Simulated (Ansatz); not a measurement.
Ansatz (a program for electronic structure) input (CCSD(T)/aug-cc-pV(D+d)Z):
A basis named .json is the Basis Set Exchange file of that set.

Ansatz 0.2 input:
```yaml
crystal:
  periodic: [false, false, false]
  atoms:
    - {symbol: C, position_ang: [-1.39407427, 0.31125933, 0.08560637]}
    - {symbol: S, position_ang: [0.21812812, -0.47731152, -0.16050843]}
    - {symbol: O, position_ang: [1.25021987, 0.54878991, 0.20740210]}
    - {symbol: H, position_ang: [-1.49404191, 0.60737804, 1.12971549]}
    - {symbol: H, position_ang: [-2.16499402, -0.41525214, -0.17549729]}
    - {symbol: H, position_ang: [-1.46832735, 1.18698323, -0.55893828]}
basis:
  gaussian:
    orbitals: aug-cc-pV_D+d_Z.json
total_charge: 1
magnetization: {spin_polarized: false}
correlation: {method: ccsd_t, electrons: outside_noble_gas}
```

End of the output:

```
coupled cluster: 0.35 GiB planned
cycle   1  -13.48629322 eV  change    4.8e-2 eV  update   1.2e-1
cycle   2  -14.00946788 eV  change   -5.2e-1 eV  update   4.6e-2
cycle   3  -14.17656267 eV  change   -1.7e-1 eV  update   2.2e-2
cycle   4  -14.17241538 eV  change    4.1e-3 eV  update   6.3e-3
cycle   5  -14.17478680 eV  change   -2.4e-3 eV  update   2.7e-3
cycle   6  -14.17500725 eV  change   -2.2e-4 eV  update   8.7e-4
cycle   7  -14.17439800 eV  change    6.1e-4 eV  update   3.8e-4
cycle   8  -14.17441857 eV  change   -2.1e-5 eV  update   1.5e-4
cycle   9  -14.17438295 eV  change    3.6e-5 eV  update   5.3e-5
cycle  10  -14.17433716 eV  change    4.6e-5 eV  update   2.1e-5
cycle  11  -14.17433945 eV  change   -2.3e-6 eV  update   9.2e-6
coupled cluster: 0.35 GiB planned
perturbative correction -0.62239864 eV, -0.0228727280 hartree
Total energy: -13937.36316417 eV, -512.1886491993 hartree
```

This state (charge 1, singlet) is run at the relaxed geometry of the species with charge 0 and multiplicity 2.
